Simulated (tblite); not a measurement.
A tight-binding relaxation on `C#C[B@H-]([NH2+]C)OC(C)(C)C`.

Computed with GFN2-xTB geometry optimisation, gas phase (tblite 0.8.0). Start geometry: from a force field or distance geometry. The command runs a driver script over a list of jobs; the input below is this job's line of settings and its coordinates in Å.

Command:
```bash
OMP_NUM_THREADS=1 python probes_run.py task.json out
```

Input:
```
{"job": {"kind": "relax", "xc": "GFN2-xTB", "basis": "xTB"}, "charge": 0, "multiplicity": 1}
C     -1.241800     2.615800     0.675600
C     -1.190200     1.603800     0.025500
B     -1.104400     0.321800    -0.791100
N     -2.304100    -0.566200    -0.388300
C     -1.932300    -1.978600    -0.457800
O      0.050300    -0.466600    -0.605000
C      1.111700     0.027000     0.085900
C      2.156900    -1.078900     0.090700
C      0.839700     0.327900     1.545600
C      1.804500     1.203300    -0.522000
H     -1.300800     3.512000     1.249100
H     -1.306600     0.630200    -1.933400
H     -2.539000    -0.292700     0.614800
H     -3.106500    -0.339200    -1.001200
H     -1.309600    -2.140700    -1.381900
H     -1.433800    -2.344500     0.455000
H     -2.873800    -2.551400    -0.580900
H      1.812500    -1.938000     0.700200
H      3.094000    -0.633200     0.460000
H      2.255600    -1.460100    -0.943800
H      1.490500    -0.307700     2.164700
H     -0.236300     0.107700     1.751200
H      1.112100     1.377800     1.828100
H      2.361900     0.807200    -1.423200
H      2.590600     1.533400     0.208400
H      1.177700     2.052400    -0.783000
```

Output:
```
step      E/eV     max force
  0    -851.35584    2.491
  1    -851.73540    2.193
  2    -851.73874    5.576
  3    -851.94261    0.762
  4    -852.01981    1.194
  5    -852.13475    1.314
  6    -852.17112    0.524
  7    -852.19992    0.366
  8    -852.22546    0.726
  9    -852.24635    0.663
... (136 lines left out)
146    -852.58764    0.015
147    -852.58770    0.014
148    -852.58775    0.014
149    -852.58779    0.013
150    -852.58783    0.014
151    -852.58787    0.014
152    -852.58791    0.019
153    -852.58795    0.016
154    -852.58798    0.013
155    -852.58801    0.008
```

«max force» is the largest atomic force in eV/Å.

**Question.** From which step on does the largest force stay under 0.1 eV/Å, and how much energy is left to gain from there?

**Answer.** From step 96 (0.055 eV/Å), 10.5 meV above the end.

In short: energy lowered by 28.4 kcal/mol over 155 steps; largest atomic force 0.008 eV/Å at the end.

**Question.** Where do the atoms end?

**Answer.** 0.660 Å rms from the input after alignment:
```
atom  x, y, z in Å
C1    -1.4239    2.9201    0.1215
C2    -1.2059    1.8375   -0.3536
B3    -0.9658    0.4369   -0.9933
N4    -2.1451   -0.5426   -0.0461
C5    -2.1339   -1.9449   -0.4365
O6     0.2558   -0.2467   -0.8614
C7     1.2554   -0.0084    0.1023
C8     2.2469   -1.1767   -0.0196
C9     0.7043    0.0363    1.5374
C10    1.9829    1.3096   -0.1997
H11   -1.6004    3.8745    0.5302
H12   -1.3931    0.3204   -2.0976
H13   -1.8518   -0.4317    0.9192
H14   -3.0570   -0.1149   -0.1680
H15   -2.5414   -2.0392   -1.4403
H16   -1.0963   -2.2744   -0.4622
H17   -2.7069   -2.5752    0.2485
H18    1.7519   -2.1166    0.2158
H19    3.0865   -1.0408    0.6571
H20    2.6165   -1.2333   -1.0399
H21    1.5191    0.2022    2.2380
H22    0.2246   -0.9080    1.7930
H23   -0.0080    0.8522    1.6379
H24    2.3803    1.2819   -1.2111
H25    2.8001    1.4659    0.5002
H26    1.2842    2.1386   -0.1289
```

Hardware: Arm Neoverse N1, one thread, on a shared host. Cost: 2.6 s wall.
Labels such as C1 count atoms from 1, the log's own numbers from 0.
